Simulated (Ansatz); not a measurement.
Reaction (atomization): `BS[SiH2][SiH2]C` → B• + C• + 9 H• + S• + 2 Si•

Program: Ansatz. Geometries: PBE0-D4/def2-TZVP. ΔE: electronic, gas phase. CCSD(T)/CBS adds triple-zeta CCSD(T) − MP2 to the extrapolated MP2 energy (def2 sets, frozen cores). This one scheme is used for every species, atoms too. DFT in def2-TZVPP. No spin–orbit coupling; open shells (•) take unrestricted orbitals. Spin–orbit coupling would lower the free atoms: a little for B, C, S, Si. Each species was taken in one conformer, which may not be the lowest.

`BS[SiH2][SiH2]C`:

```xyz
14

B     1.350   -2.004   -1.322
S     1.479   -0.286   -1.741
Si   -0.568    0.359   -1.427
Si   -1.044    0.291    0.863
C     0.218    1.304    1.808
H     2.348   -2.652   -1.398
H     0.311   -2.487   -0.985
H    -0.626    1.752   -1.949
H    -1.473   -0.490   -2.245
H    -2.423    0.810    1.092
H    -1.009   -1.132    1.299
H     0.031    1.249    2.883
H     0.178    2.354    1.508
H     1.227    0.933    1.616
```

Q: What is ΔE at CCSD(T)/CBS? (Best estimate.)

A: Ansatz gave: +4659.5 kJ/mol.

Q: What do these levels give: r2SCAN-D4, B2PLYP, SCS-MP2/def2-TZVPP, CCSD/def2-TZVPP, SCS-MP2/def2-QZVPP, HF/CBS(def2)? (An estimate is asked.)

A: Computed: r2SCAN-D4 4687.1, B2PLYP 4601.9, SCS-MP2/def2-TZVPP 4574.9, CCSD/def2-TZVPP 4496.8, SCS-MP2/def2-QZVPP 4648.6, HF/CBS(def2) 3588.0 kJ/mol.

Largest T1 diagnostic among the species: 0.014.

From PBE to PBE0 (25 % exact exchange), in def2-TZVPP and without D4, ΔE moves by −15.9 kJ/mol: exact exchange takes away binding that semilocal exchange gives to molecules. The D4 term adds +57.5 kJ/mol with B3LYP and +30.8 kJ/mol with PBE0; it sums over pairs of atoms, weighted by their polarisabilities, and B3LYP, whose exchange is more repulsive, gets the larger term. In def2-TZVPP, CCSD(T) changes the Hartree–Fock value by +965.8 kJ/mol (the triples alone add +51.5 kJ/mol) and MP2 by +974.5 kJ/mol; breaking electron pairs costs correlation energy, which Hartree–Fock lacks.

B3LYP here is the variant with VWN-RPA as its local correlation; programs differ in this.

For atomizations the MP2-based limit and the directly extrapolated one differ by several kJ/mol either way, and by 10 to 25 for some Ge, Se and Sn compounds, so smaller differences from it don't rank the levels.
